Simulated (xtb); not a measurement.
xtb input (GFN2-xTB):

```bash
xtb mol.xyz --gfn 2 --sp --chrg 1 --uhf 0
```
mol.xyz:
```
10

O      0.04602570     1.31640462    -1.21243717
Ge     0.00495988    -0.13469990     0.12207591
O     -1.16732589     0.47884388     1.23014526
O     -0.48547203    -1.30142640    -1.05821240
O      1.61787380    -0.13173155     0.72932122
H      0.01043554     2.25435357    -0.96316960
H     -0.87627695     0.57034821     2.14909925
H     -1.22920897    -1.87483988    -0.82554486
H      2.25901220    -0.70014916     0.27912709
H     -0.41149046     1.16395994    -2.05647630
```

Output:

```
           -------------------------------------------------
          |                Calculation Setup                |
           -------------------------------------------------

           -------------------------------------------------
          |                 G F N 2 - x T B                 |
           -------------------------------------------------

        Reference                      10.1021/acs.jctc.8b01176
      * Hamiltonian:
        H0-scaling (s, p, d)           1.850000    2.230000    2.230000
        zeta-weighting                 0.500000
      * Dispersion:
        s8                             2.700000
        a1                             0.520000
        a2                             5.000000
        s9                             5.000000
      * Repulsion:
        kExp                           1.500000    1.000000
        rExp                           1.000000
      * Coulomb:
        alpha                          2.000000
        third order                    shell-resolved
        anisotropic                    true
        a3                             3.000000
        a5                             4.000000
        cn-shift                       1.200000
        cn-exp                         4.000000
        max-rad                        5.000000

          ...................................................
          :                      SETUP                      :
          :.................................................:
          :  # basis functions                  31          :
          :  # atomic orbitals                  30          :
          :  # shells                           16          :
          :  # electrons                        32          :
          :  max. iterations                   250          :
          :  Hamiltonian                  GFN2-xTB          :
          :  restarted?                      false          :
          :  GBSA solvation                  false          :
          :  PC potential                    false          :
          :  electronic temp.          300.0000000     K    :
          :  accuracy                    1.0000000          :
          :  -> integral cutoff          0.2500000E+02      :
          :  -> integral neglect         0.1000000E-07      :
          :  -> SCF convergence          0.1000000E-05 Eh   :
          :  -> wf. convergence          0.1000000E-03 e    :
          :  Broyden damping             0.4000000          :
          :  net charge                          1          :
          :  unpaired electrons                  0          :
          ...................................................

 iter      E             dE          RMSdq      gap      omega  full diag
   1    -18.8326679 -0.188327E+02  0.902E+00    5.24       0.0  T
   2    -18.6794465  0.153221E+00  0.910E+00   11.00       1.0  T
   3    -20.4515750 -0.177213E+01  0.437E+00    6.79       1.0  T
   4    -20.4665303 -0.149553E-01  0.286E+00    6.45       1.0  T
   5    -20.4673671 -0.836783E-03  0.406E-01    6.56       1.0  T
   6    -20.4694446 -0.207759E-02  0.160E-01    6.49       1.0  T
   7    -20.4694395  0.513547E-05  0.399E-02    6.49       1.0  T
   8    -20.4694465 -0.696295E-05  0.148E-02    6.49       2.1  T
   9    -20.4694490 -0.256049E-05  0.574E-03    6.49       5.5  T
  10    -20.4694490  0.125337E-07  0.128E-03    6.49      24.6  T
  11    -20.4694490 -0.211827E-07  0.293E-04    6.49     107.8  T
  12    -20.4694490 -0.616062E-09  0.121E-04    6.49     261.9  T

   *** convergence criteria satisfied after 12 iterations ***

         #    Occupation            Energy/Eh            Energy/eV
      -------------------------------------------------------------
         1        2.0000           -0.9451144             -25.7179
       ...           ...                  ...                  ...
        10        2.0000           -0.7360882             -20.0300
        11        2.0000           -0.7266028             -19.7719
        12        2.0000           -0.6955986             -18.9282
        13        2.0000           -0.6887454             -18.7417
        14        2.0000           -0.6782257             -18.4555
        15        2.0000           -0.6705856             -18.2476
        16        2.0000           -0.6684088             -18.1883 (HOMO)
        17                         -0.4299253             -11.6989 (LUMO)
        18                         -0.3137327              -8.5371
        19                         -0.1905754              -5.1858
        20                         -0.1736619              -4.7256
        21                         -0.1491073              -4.0574
       ...                                ...                  ...
        30                          0.6602512              17.9663
      -------------------------------------------------------------
                  HL-Gap            0.2384835 Eh            6.4895 eV
             Fermi-level           -0.5491671 Eh          -14.9436 eV

 SCC (total)                   0 d,  0 h,  0 min,  0.013 sec
 SCC setup                      ...        0 min,  0.000 sec (  1.053%)
 Dispersion                     ...        0 min,  0.000 sec (  0.544%)
 classical contributions        ...        0 min,  0.000 sec (  0.199%)
 integral evaluation            ...        0 min,  0.002 sec ( 16.725%)
 iterations                     ...        0 min,  0.007 sec ( 51.188%)
 molecular gradient             ...        0 min,  0.004 sec ( 28.540%)
 printout                       ...        0 min,  0.000 sec (  1.529%)

         :::::::::::::::::::::::::::::::::::::::::::::::::::::
         ::                     SUMMARY                     ::
         :::::::::::::::::::::::::::::::::::::::::::::::::::::
         :: total energy             -20.376464536186 Eh    ::
         :: gradient norm              0.036417572512 Eh/a0 ::
         :: HOMO-LUMO gap              6.489466596878 eV    ::
         ::.................................................::
         :: SCC energy               -20.469440219309 Eh    ::
         :: -> isotropic ES            0.131398106541 Eh    ::
         :: -> anisotropic ES         -0.002242337879 Eh    ::
         :: -> anisotropic XC         -0.001543621991 Eh    ::
         :: -> dispersion             -0.004320775348 Eh    ::
         :: repulsion energy           0.092975683123 Eh    ::
         :: add. restraining           0.000000000000 Eh    ::
         :: total charge               1.000000000000 e     ::
         :::::::::::::::::::::::::::::::::::::::::::::::::::::

           -------------------------------------------------
          |                Property Printout                |
           -------------------------------------------------

    * Orbital Energies and Occupations

         #    Occupation            Energy/Eh            Energy/eV
      -------------------------------------------------------------
         1        2.0000           -0.9451144             -25.7179
       ...           ...                  ...                  ...
         4        2.0000           -0.8752635             -23.8171
         5        2.0000           -0.8460221             -23.0214
         6        2.0000           -0.8303714             -22.5956
         7        2.0000           -0.7822459             -21.2860
         8        2.0000           -0.7702632             -20.9599
         9        2.0000           -0.7662727             -20.8513
        10        2.0000           -0.7360882             -20.0300
        11        2.0000           -0.7266028             -19.7719
        12        2.0000           -0.6955986             -18.9282
        13        2.0000           -0.6887454             -18.7417
        14        2.0000           -0.6782257             -18.4555
        15        2.0000           -0.6705856             -18.2476
        16        2.0000           -0.6684088             -18.1883 (HOMO)
        17                         -0.4299253             -11.6989 (LUMO)
        18                         -0.3137327              -8.5371
        19                         -0.1905754              -5.1858
        20                         -0.1736619              -4.7256
        21                         -0.1491073              -4.0574
        22                         -0.0971272              -2.6430
        23                         -0.0833141              -2.2671
        24                         -0.0199438              -0.5427
        25                         -0.0051879              -0.1412
        26                          0.0166838               0.4540
        27                          0.1208492               3.2885
       ...                                ...                  ...
        30                          0.6602512              17.9663
      -------------------------------------------------------------
                  HL-Gap            0.2384835 Eh            6.4895 eV
             Fermi-level           -0.5491671 Eh          -14.9436 eV

     #   Z          covCN         q      C6AA      α(0)
     1   8 O        2.339    -0.358    19.990     6.038
     2  32 Ge       3.093     0.479   201.559    27.382
     3   8 O        1.586    -0.359    20.108     6.051
     4   8 O        1.586    -0.366    20.244     6.072
     5   8 O        1.586    -0.349    19.934     6.025
     6   1 H        0.804     0.394     0.495     1.105
     7   1 H        0.811     0.388     0.507     1.118
     8   1 H        0.809     0.384     0.513     1.125
     9   1 H        0.810     0.387     0.508     1.119
    10   1 H        0.804     0.400     0.485     1.094

 Mol. C6AA /au·bohr⁶  :       1237.326651
 Mol. C8AA /au·bohr⁸  :      51077.129008
 Mol. α(0) /au        :         57.130201

Wiberg/Mayer (AO) data.
largest (>0.10) Wiberg bond orders for each atom

 ---------------------------------------------------------------------------
     #   Z sym  total        # sym  WBO       # sym  WBO       # sym  WBO
 ---------------------------------------------------------------------------
     1   8 O    2.382 --     6 H    0.826    10 H    0.822     2 Ge   0.598
     2  32 Ge   4.336 --     5 O    1.231     3 O    1.223     4 O    1.203
                             1 O    0.598
     3   8 O    2.314 --     2 Ge   1.223     7 H    0.821     4 O    0.107
                             5 O    0.106
     4   8 O    2.301 --     2 Ge   1.203     8 H    0.823     5 O    0.114
                             3 O    0.107
     5   8 O    2.328 --     2 Ge   1.231     9 H    0.822     4 O    0.114
                             3 O    0.106
     6   1 H    0.845 --     1 O    0.826
     7   1 H    0.850 --     3 O    0.821
     8   1 H    0.852 --     4 O    0.823
     9   1 H    0.850 --     5 O    0.822
    10   1 H    0.840 --     1 O    0.822
 ---------------------------------------------------------------------------

Topologies differ in total number of bonds
Writing topology from bond orders to xtbtopo.mol

molecular dipole:
                 x           y           z       tot (Debye)
 q only:       -0.153       0.753      -0.745
   full:       -0.195       0.808      -0.831       2.989
molecular quadrupole (traceless):
                xx          xy          yy          xz          yz          zz
 q only:       -4.484      -0.430       3.344       0.928      -5.018       1.140
  q+dip:       -5.363      -0.510       4.304       1.113      -5.929       1.060
   full:       -6.150      -0.394       5.006       0.982      -6.868       1.143

           -------------------------------------------------
          | TOTAL ENERGY              -20.376464536186 Eh   |
          | GRADIENT NORM               0.036417572512 Eh/α |
          | HOMO-LUMO GAP               6.489466596878 eV   |
           -------------------------------------------------
Note: The following floating-point exceptions are signalling: IEEE_UNDERFLOW_FLAG IEEE_DENORMAL
normal termination of xtb

------------------------------------------------------------------------
------------------------------------------------------------------------
 total:
 SCF:
```

It need not be the lowest isomer of its formula.
